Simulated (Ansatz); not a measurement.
Harmonic vibrations of SnHMe2Cl (C2H7ClSn) by finite differences.

```yaml
crystal:
  periodic: [false, false, false]
  atoms:
    - {symbol: Sn, position_ang: [-0.269039, -0.455299, 0.550600]}
    - {symbol: H, position_ang: [-0.341494, -0.578246, 2.278883]}
    - {symbol: C, position_ang: [1.747349, -0.589810, -0.217732]}
    - {symbol: H, position_ang: [2.359724, 0.242467, 0.181383]}
    - {symbol: H, position_ang: [1.721111, -0.529040, -1.322267]}
    - {symbol: H, position_ang: [2.197204, -1.554190, 0.084278]}
    - {symbol: C, position_ang: [-1.360691, 1.244930, -0.218631]}
    - {symbol: H, position_ang: [-2.412949, 1.196801, 0.119045]}
    - {symbol: H, position_ang: [-1.330854, 1.225581, -1.324574]}
    - {symbol: H, position_ang: [-0.900484, 2.184667, 0.144797]}
    - {symbol: Cl, position_ang: [-1.409879, -2.387881, -0.275781]}
basis:
  gaussian: {orbitals: def2-SVP}
hamiltonian: {xc: pbe, dispersion: d4}
scf: {omitted_lower_state_checks: [starts]}
phonons: {temperatures: {t_min: 298.15, t_max: 900, t_step: 200}}
```

```sh
$ ansatz run in.yaml --threads 4 --pin off --events-out ev --progress --plain --max-ram 3916MiB
```

It prints (some lines left out):

```
Functional definition: PBE
mean field -20529.24113614 eV, -754.4356965338 hartree, gradient 9.1e-6 eV, S^2 0.000000; 0 other end points of the search recorded, 0 dependent functions left out
mean field -20529.24107671 eV, -754.4356943497 hartree, gradient 1.7e-6 eV, S^2 0.000000; 0 other end points of the search recorded, 0 dependent functions left out
mean field -20529.24106718 eV, -754.4356939997 hartree, gradient 1.2e-6 eV, S^2 0.000000; 0 other end points of the search recorded, 0 dependent functions left out
mean field -20529.24108357 eV, -754.4356946018 hartree, gradient 1.6e-6 eV, S^2 0.000000; 0 other end points of the search recorded, 0 dependent functions left out
mean field -20529.24106559 eV, -754.4356939411 hartree, gradient 1.1e-6 eV, S^2 0.000000; 0 other end points of the search recorded, 0 dependent functions left out
mean field -20529.24108528 eV, -754.4356946645 hartree, gradient 1.6e-6 eV, S^2 0.000000; 0 other end points of the search recorded, 0 dependent functions left out
mean field -20529.24105236 eV, -754.4356934549 hartree, gradient 1.1e-6 eV, S^2 0.000000; 0 other end points of the search recorded, 0 dependent functions left out
mean field -20529.24113214 eV, -754.4356963869 hartree, gradient 1.9e-6 eV, S^2 0.000000; 0 other end points of the search recorded, 0 dependent functions left out
mean field -20529.24113322 eV, -754.4356964266 hartree, gradient 8.9e-7 eV, S^2 0.000000; 0 other end points of the search recorded, 0 dependent functions left out
mean field -20529.24113145 eV, -754.4356963615 hartree, gradient 2.4e-6 eV, S^2 0.000000; 0 other end points of the search recorded, 0 dependent functions left out
mean field -20529.24113334 eV, -754.4356964309 hartree, gradient 7.1e-7 eV, S^2 0.000000; 0 other end points of the search recorded, 0 dependent functions left out
mean field -20529.24111407 eV, -754.4356957225 hartree, gradient 1.1e-6 eV, S^2 0.000000; 0 other end points of the search recorded, 0 dependent functions left out
mean field -20529.24108133 eV, -754.4356945194 hartree, gradient 1.2e-6 eV, S^2 0.000000; 0 other end points of the search recorded, 0 dependent functions left out
mean field -20529.24112402 eV, -754.4356960884 hartree, gradient 1.6e-6 eV, S^2 0.000000; 0 other end points of the search recorded, 0 dependent functions left out
mean field -20529.24095399 eV, -754.4356898400 hartree, gradient 1.3e-6 eV, S^2 0.000000; 0 other end points of the search recorded, 0 dependent functions left out
mean field -20529.24097709 eV, -754.4356906888 hartree, gradient 1.5e-6 eV, S^2 0.000000; 0 other end points of the search recorded, 0 dependent functions left out
mean field -20529.24098828 eV, -754.4356910998 hartree, gradient 1.9e-6 eV, S^2 0.000000; 0 other end points of the search recorded, 0 dependent functions left out
mean field -20529.24096224 eV, -754.4356901429 hartree, gradient 1.8e-6 eV, S^2 0.000000; 0 other end points of the search recorded, 0 dependent functions left out
mean field -20529.24101926 eV, -754.4356922383 hartree, gradient 1.4e-6 eV, S^2 0.000000; 0 other end points of the search recorded, 0 dependent functions left out
mean field -20529.24109366 eV, -754.4356949728 hartree, gradient 1.3e-6 eV, S^2 0.000000; 0 other end points of the search recorded, 0 dependent functions left out
mean field -20529.24110491 eV, -754.4356953862 hartree, gradient 1.3e-6 eV, S^2 0.000000; 0 other end points of the search recorded, 0 dependent functions left out
mean field -20529.24107316 eV, -754.4356942193 hartree, gradient 1.2e-6 eV, S^2 0.000000; 0 other end points of the search recorded, 0 dependent functions left out
mean field -20529.24107474 eV, -754.4356942773 hartree, gradient 1.2e-6 eV, S^2 0.000000; 0 other end points of the search recorded, 0 dependent functions left out
mean field -20529.24112209 eV, -754.4356960174 hartree, gradient 1.2e-6 eV, S^2 0.000000; 0 other end points of the search recorded, 0 dependent functions left out
mean field -20529.24110386 eV, -754.4356953476 hartree, gradient 1.3e-6 eV, S^2 0.000000; 0 other end points of the search recorded, 0 dependent functions left out
mean field -20529.24112787 eV, -754.4356962298 hartree, gradient 1.2e-6 eV, S^2 0.000000; 0 other end points of the search recorded, 0 dependent functions left out
mean field -20529.24112399 eV, -754.4356960873 hartree, gradient 1.2e-6 eV, S^2 0.000000; 0 other end points of the search recorded, 0 dependent functions left out
mean field -20529.24112159 eV, -754.4356959990 hartree, gradient 2.8e-6 eV, S^2 0.000000; 0 other end points of the search recorded, 0 dependent functions left out
mean field -20529.24112642 eV, -754.4356961764 hartree, gradient 2.3e-6 eV, S^2 0.000000; 0 other end points of the search recorded, 0 dependent functions left out
mean field -20529.24103548 eV, -754.4356928347 hartree, gradient 8.1e-7 eV, S^2 0.000000; 0 other end points of the search recorded, 0 dependent functions left out
mean field -20529.24103458 eV, -754.4356928014 hartree, gradient 9.3e-7 eV, S^2 0.000000; 0 other end points of the search recorded, 0 dependent functions left out
mean field -20529.24111332 eV, -754.4356956950 hartree, gradient 1.2e-6 eV, S^2 0.000000; 0 other end points of the search recorded, 0 dependent functions left out
mean field -20529.24110965 eV, -754.4356955601 hartree, gradient 1.3e-6 eV, S^2 0.000000; 0 other end points of the search recorded, 0 dependent functions left out
mean field -20529.24105542 eV, -754.4356935673 hartree, gradient 9.4e-7 eV, S^2 0.000000; 0 other end points of the search recorded, 0 dependent functions left out
mean field -20529.24105584 eV, -754.4356935827 hartree, gradient 1.0e-6 eV, S^2 0.000000; 0 other end points of the search recorded, 0 dependent functions left out
mean field -20529.24112409 eV, -754.4356960908 hartree, gradient 1.3e-6 eV, S^2 0.000000; 0 other end points of the search recorded, 0 dependent functions left out
mean field -20529.24111119 eV, -754.4356956170 hartree, gradient 1.1e-6 eV, S^2 0.000000; 0 other end points of the search recorded, 0 dependent functions left out
mean field -20529.24095277 eV, -754.4356897949 hartree, gradient 1.6e-6 eV, S^2 0.000000; 0 other end points of the search recorded, 0 dependent functions left out
mean field -20529.24104383 eV, -754.4356931415 hartree, gradient 1.4e-6 eV, S^2 0.000000; 0 other end points of the search recorded, 0 dependent functions left out
[...]
mean field -20529.24101844 eV, -754.4356922082 hartree, gradient 1.5e-6 eV, S^2 0.000000; 0 other end points of the search recorded, 0 dependent functions left out
mean field -20529.24104222 eV, -754.4356930822 hartree, gradient 9.0e-7 eV, S^2 0.000000; 0 other end points of the search recorded, 0 dependent functions left out
mean field -20529.24104458 eV, -754.4356931688 hartree, gradient 9.5e-7 eV, S^2 0.000000; 0 other end points of the search recorded, 0 dependent functions left out
mean field -20529.24112663 eV, -754.4356961842 hartree, gradient 1.2e-6 eV, S^2 0.000000; 0 other end points of the search recorded, 0 dependent functions left out
mean field -20529.24112417 eV, -754.4356960939 hartree, gradient 1.3e-6 eV, S^2 0.000000; 0 other end points of the search recorded, 0 dependent functions left out
mean field -20529.24112204 eV, -754.4356960154 hartree, gradient 1.3e-6 eV, S^2 0.000000; 0 other end points of the search recorded, 0 dependent functions left out
mean field -20529.24110986 eV, -754.4356955678 hartree, gradient 1.1e-6 eV, S^2 0.000000; 0 other end points of the search recorded, 0 dependent functions left out
mean field -20529.24112324 eV, -754.4356960597 hartree, gradient 1.1e-6 eV, S^2 0.000000; 0 other end points of the search recorded, 0 dependent functions left out
mean field -20529.24112609 eV, -754.4356961643 hartree, gradient 3.0e-6 eV, S^2 0.000000; 0 other end points of the search recorded, 0 dependent functions left out
mean field -20529.24112816 eV, -754.4356962406 hartree, gradient 1.1e-6 eV, S^2 0.000000; 0 other end points of the search recorded, 0 dependent functions left out
mean field -20529.24112285 eV, -754.4356960454 hartree, gradient 1.2e-6 eV, S^2 0.000000; 0 other end points of the search recorded, 0 dependent functions left out
mean field -20529.24103511 eV, -754.4356928211 hartree, gradient 8.1e-7 eV, S^2 0.000000; 0 other end points of the search recorded, 0 dependent functions left out
mean field -20529.24103447 eV, -754.4356927973 hartree, gradient 9.8e-7 eV, S^2 0.000000; 0 other end points of the search recorded, 0 dependent functions left out
mean field -20529.24111029 eV, -754.4356955838 hartree, gradient 1.3e-6 eV, S^2 0.000000; 0 other end points of the search recorded, 0 dependent functions left out
mean field -20529.24110845 eV, -754.4356955162 hartree, gradient 1.3e-6 eV, S^2 0.000000; 0 other end points of the search recorded, 0 dependent functions left out
mean field -20529.24105802 eV, -754.4356936630 hartree, gradient 1.2e-6 eV, S^2 0.000000; 0 other end points of the search recorded, 0 dependent functions left out
mean field -20529.24106572 eV, -754.4356939458 hartree, gradient 1.1e-6 eV, S^2 0.000000; 0 other end points of the search recorded, 0 dependent functions left out
mean field -20529.24112461 eV, -754.4356961101 hartree, gradient 1.2e-6 eV, S^2 0.000000; 0 other end points of the search recorded, 0 dependent functions left out
mean field -20529.24110534 eV, -754.4356954018 hartree, gradient 1.3e-6 eV, S^2 0.000000; 0 other end points of the search recorded, 0 dependent functions left out
mean field -20529.24108548 eV, -754.4356946722 hartree, gradient 1.6e-6 eV, S^2 0.000000; 0 other end points of the search recorded, 0 dependent functions left out
mean field -20529.24116566 eV, -754.4356976186 hartree, gradient 1.8e-6 eV, S^2 0.000000; 0 other end points of the search recorded, 0 dependent functions left out
mean field -20529.24104173 eV, -754.4356930641 hartree, gradient 1.9e-6 eV, S^2 0.000000; 0 other end points of the search recorded, 0 dependent functions left out
mean field -20529.24117768 eV, -754.4356980601 hartree, gradient 2.2e-6 eV, S^2 0.000000; 0 other end points of the search recorded, 0 dependent functions left out
mean field -20529.24112103 eV, -754.4356959783 hartree, gradient 1.2e-6 eV, S^2 0.000000; 0 other end points of the search recorded, 0 dependent functions left out
mean field -20529.24113823 eV, -754.4356966104 hartree, gradient 1.6e-6 eV, S^2 0.000000; 0 other end points of the search recorded, 0 dependent functions left out
Total energy: -20529.46927881 eV, -754.4440806221 hartree
Atom 0 at    -0.269039    -0.455299     0.550600 Å, force     0.002786     0.005030     0.001451 eV/Å
Atom 1 at    -0.341494    -0.578246     2.278883 Å, force    -0.000089    -0.000165    -0.000295 eV/Å
Atom 2 at     1.747349    -0.589810    -0.217732 Å, force     0.013487    -0.001911    -0.009309 eV/Å
Atom 3 at     2.359724     0.242467     0.181383 Å, force    -0.006013     0.000310     0.004365 eV/Å
Atom 4 at     1.721111    -0.529040    -1.322267 Å, force    -0.004296    -0.000771     0.001076 eV/Å
Atom 5 at     2.197204    -1.554190     0.084278 Å, force    -0.003334    -0.000635     0.003291 eV/Å
Atom 6 at    -1.360691     1.244930    -0.218631 Å, force    -0.008189     0.009922    -0.008951 eV/Å
Atom 7 at    -2.412949     1.196801     0.119045 Å, force     0.001078    -0.003366     0.003154 eV/Å
Atom 8 at    -1.330854     1.225581    -1.324574 Å, force     0.002012    -0.003304     0.001020 eV/Å
Atom 9 at    -0.900484     2.184667     0.144797 Å, force     0.002835    -0.004624     0.004565 eV/Å
Atom 10 at    -1.409879    -2.387881    -0.275781 Å, force    -0.000278    -0.000487    -0.000366 eV/Å
Dipole moment:     0.325413     0.551533     0.057530 e Å
Vibrations: 55.67 57.86 117.91 121.76 130.10 350.11 487.71 498.13 520.29 545.54 695.61 743.19 756.40 768.61 1158.79 1164.77 1375.03 1379.69 1380.06 1387.17 1836.52 2991.56 2991.91 3103.67 3104.08 3114.96 3115.07 cm⁻¹, zero-point energy 2.104766 eV
Checks for a lower state left out: starts
```

Run time 2.6 min (4 threads of Intel Xeon on a shared host).

In the def2 sets Sn takes a core potential; there is no spin–orbit coupling.
